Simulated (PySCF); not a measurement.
C2H10OSi2.
Z-matrix (Å and degrees, PBE0-D3(BJ)/def2-SVP geometry), rows numbered from 1:
```
C 
O   1  1.3950
C   2  1.4029  1  113.76
Si  3  1.9023  2  106.76  1   177.67
Si  4  2.3414  3  106.11  2   -44.76
H   1  1.1081  2  111.77  3   -60.12
H   1  1.1080  2  111.79  3    61.01
H   1  1.0991  2  107.94  3  -179.55
H   3  1.1102  2  111.66  1   -60.22
H   3  1.1113  2  111.42  1    58.61
H   4  1.4982  3  109.19  2  -165.22
H   4  1.4960  3  110.81  2    75.79
H   5  1.4972  4  111.18  3  -167.62
H   5  1.4969  4  109.11  3   -48.38
H   5  1.4933  4  110.76  3    71.63
```

The computed photoelectron lines, unassigned: C 1s: 291.53 (area 1), 292.18 (area 1) eV; O 1s: 538.46 eV; Si 1s: 1845.97 (area 1), 1846.00 (area 1) eV; Si 2p3/2: 106.28 (area 1), 106.28 (area 1) eV.

Theory: delta-SCF UKS SCAN, pcX-2 on the ionised atom, pcseg-1 elsewhere, spin-free X2C in PySCF 2.14.0. Geometry: PBE0-D3(BJ)/def2-SVP, one conformer, isolated molecule.

Task: Which carbon gives which C 1s line?

Result: 291.53 eV: C3 (sp3 carbon bound to oxygen); 292.18 eV: C1 (methoxy carbon). Lowest listed C 1s: C3, bonded to O, 2 H and Si. Highest, 0.65 eV above it: C1, bonded to O and 3 H.

Bonded neighbours of each site: C1: O and 3 H; O2: 2 C; C3: O, 2 H and Si; Si4: C, 2 H and Si; Si5: 3 H and Si.

Task: Give the binding energy of Si 2p3/2 of Si5 in hartree and in kJ/mol.

Result: 106.28 eV = 3.9057 Eh = 10254 kJ/mol.

Spin–orbit and ligand-field terms were added within each 2p shell after the spin-free SCF. 2p1/2 minus 2p3/2 (ligand field included): Si 0.62 eV.
